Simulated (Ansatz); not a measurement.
Ansatz (a first-principles code) input (B3LYP-D3(BJ)/def2-TZVP):

Ansatz 0.2 input:
```yaml
crystal:
  periodic: [false, false, false]
  atoms:
    - {symbol: C, position_ang: [-1.07991547, -0.88830786, -0.44210468]}
    - {symbol: C, position_ang: [0.13117371, 0.03168174, -0.37634377]}
    - {symbol: C, position_ang: [1.43430535, -0.68018847, 0.03923755]}
    - {symbol: C, position_ang: [-0.08162549, 1.25323703, 0.37426302]}
    - {symbol: O, position_ang: [-1.22614550, 1.57040564, 0.79770756]}
    - {symbol: H, position_ang: [-1.31459049, -1.27632870, 0.54577468]}
    - {symbol: H, position_ang: [-1.95434041, -0.36493156, -0.81935972]}
    - {symbol: H, position_ang: [-0.87316277, -1.72943371, -1.09604153]}
    - {symbol: H, position_ang: [0.33835541, 0.41861683, -1.39548731]}
    - {symbol: H, position_ang: [1.64543198, -1.47793776, -0.66573832]}
    - {symbol: H, position_ang: [2.28219530, -0.00159194, 0.05460996]}
    - {symbol: H, position_ang: [1.31388110, -1.11926502, 1.02551487]}
    - {symbol: H, position_ang: [0.78565579, 1.89211239, 0.56510929]}
    - {symbol: H, position_ang: [-1.33413388, 2.41523342, 1.27918765]}
basis:
  gaussian:
    orbitals: def2-TZVP
hamiltonian:
  xc: b3lyp
  dispersion: d3bj
total_charge: 1
relax: {f_tol: 0.002, max_steps: 150}
```

End of the output:

```
mean field: 1.01 GiB planned
mean field -6336.73151412 eV, -232.8705879531 hartree, gradient 2.2e-5 eV, S^2 0.000000; 0 other end points of the search recorded, 0 dependent functions left out
the calculation of the forces begins
reference -6336.73177180 eV, -232.8705974225 hartree; 20, 20 occupied and 189, 189 virtual orbitals, 1267 factors
relax step  16: F+E_penalty+E_count = -6337.17880225 eV  Δ(F+E_penalty+E_count) = -1.500e-6 eV  max|allowed force component| = 1.514e-3 eV/Å  Δτ_max = 0.0007 Å  (32 SCF iters, accepted)
integrals: 0.12 GiB planned
1267 factors; their error is unknown
0.30 GiB of the device are held for the grids
1.02 GiB of device memory are held for the factors and their scratch space
mean field: 1.01 GiB planned
mean field evaluation 128: about -6336.7639 eV, gradient 4.1e-4 eV
mean field -6336.73151412 eV, -232.8705879531 hartree, gradient 2.2e-5 eV, S^2 0.000000; 1 other end points of the search recorded, 0 dependent functions left out
the calculation of the forces begins
reference -6336.73177180 eV, -232.8705974225 hartree; 20, 20 occupied and 189, 189 virtual orbitals, 1267 factors
Total energy: -6337.17905992 eV, -232.8870349579 hartree
Atom 0 at    -1.104211    -0.894578    -0.523029 Å, force     0.000361    -0.000709     0.000208 eV/Å
Atom 1 at     0.095316     0.041630    -0.488375 Å, force     0.000265     0.001383    -0.000391 eV/Å
Atom 2 at     1.384832    -0.622579     0.131413 Å, force    -0.000577    -0.000647     0.000131 eV/Å
Atom 3 at    -0.078154     1.259333     0.269948 Å, force     0.000815    -0.000263    -0.000805 eV/Å
Atom 4 at    -1.067171     1.410334     1.050516 Å, force    -0.001281     0.000627     0.001514 eV/Å
Atom 5 at    -1.351856    -1.258213     0.474135 Å, force    -0.000186    -0.000123     0.000111 eV/Å
Atom 6 at    -1.982872    -0.403759    -0.940604 Å, force     0.000085     0.000103    -0.000146 eV/Å
Atom 7 at    -0.866104    -1.754063    -1.146782 Å, force    -0.000294    -0.000412     0.000049 eV/Å
Atom 8 at     0.399092     0.364380    -1.494732 Å, force    -0.000067     0.000067    -0.000169 eV/Å
Atom 9 at     1.608042    -1.487250    -0.491108 Å, force     0.000267     0.000012    -0.000131 eV/Å
Atom 10 at     2.247491     0.042277     0.121752 Å, force    -0.000233     0.000208     0.000044 eV/Å
Atom 11 at     1.187515    -0.957447     1.148270 Å, force     0.000142    -0.000239     0.000143 eV/Å
Atom 12 at     0.666250     2.056226     0.219697 Å, force     0.000753     0.000533    -0.000118 eV/Å
Atom 13 at    -1.071085     2.247009     1.555227 Å, force    -0.000050    -0.000540    -0.000441 eV/Å
Dipole moment:     0.149559     0.792930     0.214337 e Å
```

It need not be the lowest isomer of its formula.
